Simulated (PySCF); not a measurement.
A structure optimised at PBE0-D3(BJ)/def2-SVP, used in a PySCF frequency run:

```
O
C 1 1.4094
H 2 1.0984 1 108.04
H 2 1.1027 3 108.77 1 -120.80
H 2 1.1027 3 108.77 4 -118.40
Si 1 1.6279 2 126.15 3 -180.00
Cl 6 2.0292 1 107.46 2 180.00
Cl 6 2.0452 1 110.56 2 -59.82
Cl 6 2.0452 1 110.56 2 59.82
```

Task: Write its SMILES, formula and point group.

Result: CO[Si](Cl)(Cl)Cl, CH₃Cl₃OSi, Cs

Task: What are its rotational constants (standard atomic weights)?

Result: 1.4131, 1.2439, 1.1474 GHz
